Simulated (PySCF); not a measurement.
thiophene (C₄H₄S), SMILES s1cccc1. Atoms are numbered in the order given.

```xyz
9

C      0.0000     0.7121     1.2698
C      0.0000    -0.7121     1.2698
C      0.0000    -1.2349     0.0031
S      0.0000     0.0000    -1.1895
C      0.0000     1.2349     0.0031
H      0.0000     1.3256     2.1718
H      0.0000    -1.3256     2.1718
H      0.0000    -2.2830    -0.2932
H      0.0000     2.2830    -0.2932
```
Charge 0, spin multiplicity 1.

Geometry optimised at PBE0-D3(BJ)/def2-SVP.

The numbers are results of PBE0-D3(BJ)/def2-SVP (PySCF), not measurements.

Frequencies are harmonic and unscaled.

Computed vibrational spectrum:
```csv
mode,ν (cm⁻¹),IR (km/mol),Raman (Å⁴/amu),depolarisation,moving atoms (share of kinetic energy)
1,467,0.8,1.1,0.75,"C 68 %, S 17 %, H 15 %"
2,586,0.0,0.1,0.75,"C 73 %, H 27 %"
3,625,0.2,7.2,0.46,"S 53 %, C 42 %"
4,699,0.0,1.2,0.75,"H 78 %, C 22 %"
5,730,120.7,0.3,0.75,"H 90 %, C 10 %"
6,774,0.3,4.2,0.75,"C 71 %, S 20 %, H 9 %"
7,866,24.0,11.9,0.14,"C 72 %, H 21 %"
8,887,1.9,0.0,–,"C 67 %, H 19 %, S 14 %"
9,895,0.5,0.0,–,"H 79 %, C 21 %"
10,938,0.0,0.8,0.75,"H 73 %, C 27 %"
11,1066,2.3,8.7,0.11,"H 54 %, C 46 %"
12,1088,5.2,12.1,0.37,"H 91 %, C 9 %"
13,1091,6.1,8.8,0.75,"H 87 %, C 12 %"
14,1267,8.8,0.0,–,"H 70 %, C 30 %"
15,1407,0.0,6.7,0.07,"C 64 %, H 35 %"
16,1492,10.4,37.5,0.39,C 93 %
17,1586,0.0,0.0,–,"C 88 %, H 12 %"
18,3235,2.6,93.3,0.75,"H 92 %, C 8 %"
19,3248,0.6,104.2,0.27,"H 91 %, C 9 %"
20,3277,1.7,4.4,0.75,"H 91 %, C 9 %"
21,3280,1.0,240.9,0.18,"H 91 %, C 9 %"
```
